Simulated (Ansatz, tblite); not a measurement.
Forces on Ge2S4⁻ at its PBE-D4/def2-SVPD geometry. The state is a doublet with charge -1.

The xTB rows come from tblite. Another isomer (doublet) lies 0.14 eV lower at PBE0-D4/def2-TZVPD; other spin states weren't run for this one.

GFN1-xTB (tblite), largest force 1.26 eV/Å:

```xyz
6
positions Å, forces eV/Å
Ge    0.028   -1.559    0.195    0.096    1.244   -0.129
Ge   -1.035    1.122   -0.371    0.911   -0.811    0.304
S    -1.499   -0.294    1.421    0.681    0.076   -0.918
S     1.252    1.673    0.082   -0.774   -0.876   -0.070
S    -0.763   -0.686   -1.816    0.228    0.320    1.078
S     2.017   -0.257    0.490   -1.143    0.048   -0.266
```

GFN2-xTB (tblite), largest force 1.07 eV/Å:

```
Ge -0.186 -0.125 -0.027
Ge -0.215 -0.052 -0.043
S 0.086 0.034 -0.004
S 0.503 -0.917 0.225
S 0.078 0.040 0.034
S -0.266 1.020 -0.184
```

PBE-D4/def2-TZVPD (Ansatz), largest force 0.41 eV/Å:

```
Ge -0.078 0.285 -0.052
Ge 0.139 -0.262 0.062
S 0.095 0.001 -0.172
S 0.063 -0.403 0.063
S 0.012 0.047 0.193
S -0.231 0.331 -0.093
```
